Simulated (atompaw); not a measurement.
## What one change does to a pseudopotential (W (Z = 74), PAW (atompaw))

```
Element                 : tungsten (W)
Generator               : atompaw 4.2.0.5
Type                    : PAW
Functional              : LDA (PW92)
Relativity              : scalar-relativistic
Frozen core             : [Kr] 4d10 4f14 5s2
Valence charge          : 12
Reference configuration : 5p6 5d4 6s2 6p0
Partial waves           : 6s (bound); 6s channel at 3.15 Ry; 5p (bound); 6p (bound, empty); 5d (bound); 5d channel at 0.65 Ry
Local potential         : bessel scheme, radius 2.45 bohr
Core correction         : smooth core density matched at 2.20 bohr
Augmentation charge     : sinc compensation charge, radius 2.50 bohr; PAW radius 2.55 bohr; waves and projectors: bloechl
```

Change: waves 6s (bound): rc 2.55 bohr; 6s channel at 3.15 Ry: rc 2.55 bohr; 5p (bound): rc 1.40 bohr; 6p (bound): rc 2.40 bohr; 5d (bound): rc 2.55 bohr; 5d channel at 0.65 Ry: rc 2.55 bohr; augmentation sinc compensation charge, radius 2.50 bohr; PAW radius 2.55 bohr; waves and projectors: custom polynom2 7 10 vanderbiltortho.

Cutoffs: the cutoffs (Ry, on a coarse ladder) from which the occupation-weighted sum of valence levels, in a spherical-Bessel basis at the reference potential, stays within 10 and 1 mRy of its value at 400 Ry; they do not see the model core or the augmentation charge, which bear on the density cutoff.

Problem. What does the change do?

Solution. The potential gets harder (30 Ry and 35 Ry → 35 Ry and 160 Ry); the range in which the d phases agree narrows (upper end at the end of the scan → 2.7); neither file shows a bound ghost.

| quantity | base | changed |
| --- | --- | --- |
| cutoff, loose | 30 Ry | 35 Ry |
| cutoff, tight | 35 Ry | 160 Ry |
| loose cutoff by channel (10 mRy a level) | s 6 Ry, p 25 Ry, d 18 Ry | s 6 Ry, p 21 Ry, d 18 Ry |
| bound ghosts | none | none |
| s: phases at 2.55 bohr within 0.05 rad from the reference energy up to (Ry; the scan ends near 5) | 4.2 | 4.8 |
| p: phases at 2.55 bohr within 0.05 rad from the reference energy up to (Ry; the scan ends near 5) | to the end of the scan | to the end of the scan |
| d: phases at 2.55 bohr within 0.05 rad from the reference energy up to (Ry; the scan ends near 5) | to the end of the scan | 2.7 |
| lowest overlap eigenvalue by channel | s 0.47, p 0.66, d 0.93 | s 0.75, p 0.47, d 0.90 |

 The cutoffs see the waves, projectors and local potential, not the compensation charge or the core.
